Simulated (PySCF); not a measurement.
Species: C7H9NO.
Atom-mapped SMILES: `[CH3:1][O:2][CH2:3][c:4]1[cH:5][cH:6][cH:7][n:8][cH:9]1` (hydrogens: H10, H11, H12 on C1; H13, H14 on C3; H15 on C5; H16 on C6; H17 on C7; H18 on C9)

Cartesian coordinates in Å at the PBE0-D3(BJ)/def2-SVP level; atoms count from 1:
```
atom  x, y, z in Å
C1    -2.886    0.422    0.204
O2    -1.500    0.485    0.080
C3    -0.879   -0.759    0.157
C4     0.611   -0.605    0.070
C5     1.233    0.629    0.256
C6     2.622    0.698    0.190
C7     3.338   -0.472   -0.058
N8     2.756   -1.654   -0.243
C9     1.431   -1.710   -0.183
H10   -3.346   -0.194   -0.594
H11   -3.196   -0.001    1.180
H12   -3.280    1.445    0.125
H13   -1.141   -1.266    1.112
H14   -1.232   -1.432   -0.654
H15    0.621    1.514    0.441
H16    3.145    1.647    0.328
H17    4.433   -0.450   -0.113
H18    0.978   -2.696   -0.350
```

Mayer bond orders were computed from the PBE0/pcSseg-1 density (PySCF). Geometry: PBE0-D3(BJ)/def2-SVP, one conformer, isolated molecule.

Problem. Rank these bonds by Mayer order, highest first.
A. C4–C5
B. C3–C4
C. N8–C9
D. C1–O2

Solution. C (1.49), A (1.40), B (1.02), D (0.93).

Problem. Set the orders of all bonds between heavy atoms beside their lengths and the difference of the ESP-fitted charges at their ends.

Solution. 
```csv
bond,Mayer order,length (Å),q(first) − q(second) (e)
N8–C9,1.493,1.328,-1.103
C7–N8,1.459,1.331,+1.135
C5–C6,1.404,1.392,+0.825
C6–C7,1.404,1.393,-1.051
C4–C5,1.403,1.394,-0.549
C9–C4,1.370,1.399,+0.742
C3–C4,1.016,1.501,+0.424
C1–O2,0.933,1.393,+0.041
O2–C3,0.932,1.392,-0.366
```

The Mayer order sums products of elements of PS (density times overlap matrix) between the two atoms' basis functions, so it depends on the basis set.

These values come from a run that also computed NMR shieldings. On one thread of an Arm Neoverse N1, shared host, this took 52 s wall.
